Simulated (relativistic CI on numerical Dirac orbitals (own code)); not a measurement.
# Radial parameters of Au XXIV

Computed by Dirac-Coulomb-Breit CI, separate exchange-only KLI orbitals for each configuration, QED by a radiative potential, unscaled Slater integrals (own radial code, finite nucleus).

Slater integrals F^k, G^k are unscaled and averaged over j, outside the closed core [Ar] 3d10; ζ comes from projecting the Hamiltonian with its Breit term on Σ l·s of the shell.

- 4s²4p⁶4d¹⁰4f¹⁰: F^2(4f,4f) = 234700, F^4(4f,4f) = 151670, F^6(4f,4f) = 110480, ζ(4f) = 9846.1 cm⁻¹; <r>(4f) = 0.4379, <r^2>(4f) = 0.2228 (bohr units).
- 4s²4p⁶4d¹⁰4f⁹5s: F^2(4f,4f) = 237400, F^4(4f,4f) = 153530, F^6(4f,4f) = 111870, ζ(4f) = 10098, G^3(4f,5s) = 36410 cm⁻¹; <r>(4f) = 0.4337, <r^2>(4f) = 0.2185, <r>(5s) = 0.7775, <r^2>(5s) = 0.673 (bohr units).
- 4s²4p⁶4d¹⁰4f⁸5s²: F^2(4f,4f) = 240300, F^4(4f,4f) = 155540, F^6(4f,4f) = 113380, ζ(4f) = 10353 cm⁻¹; <r>(4f) = 0.4294, <r^2>(4f) = 0.2139 (bohr units).

Averages of the first 10 configurations, taken without configuration mixing, which lowers the lowest level and can move excited configurations by several eV; other configurations of the list can lie among them:

```json
{"Configuration": "4s²4p⁶4d¹⁰4f¹⁰", "Parity": "even", "States": "1001", "Average energy above the lowest level (eV)": "17.5"}
{"Configuration": "4s²4p⁶4d¹⁰4f⁹5s", "Parity": "odd", "States": "4004", "Average energy above the lowest level (eV)": "85.1"}
{"Configuration": "4s²4p⁶4d¹⁰4f⁸5s²", "Parity": "even", "States": "3003", "Average energy above the lowest level (eV)": "162.2"}
{"Configuration": "4s²4p⁶4d⁹4f¹¹", "Parity": "odd", "States": "3640", "Average energy above the lowest level (eV)": "277.9"}
{"Configuration": "4s²4p⁶4d⁸4f¹²", "Parity": "even", "States": "4095", "Average energy above the lowest level (eV)": "540.4"}
{"Configuration": "4s²4p⁵4d¹⁰4f¹¹", "Parity": "even", "States": "2184", "Average energy above the lowest level (eV)": "520.6"}
{"Configuration": "4s²4p⁶4d¹⁰4f⁹6s", "Parity": "odd", "States": "4004", "Average energy above the lowest level (eV)": "343.7"}
{"Configuration": "4s4p⁶4d¹⁰4f¹¹", "Parity": "odd", "States": "728", "Average energy above the lowest level (eV)": "708.7"}
{"Configuration": "4s²4p⁴4d¹⁰4f¹²", "Parity": "even", "States": "1365", "Average energy above the lowest level (eV)": "1024.2"}
{"Configuration": "4p⁶4d¹⁰4f¹²", "Parity": "even", "States": "91", "Average energy above the lowest level (eV)": "1402.5"}
```
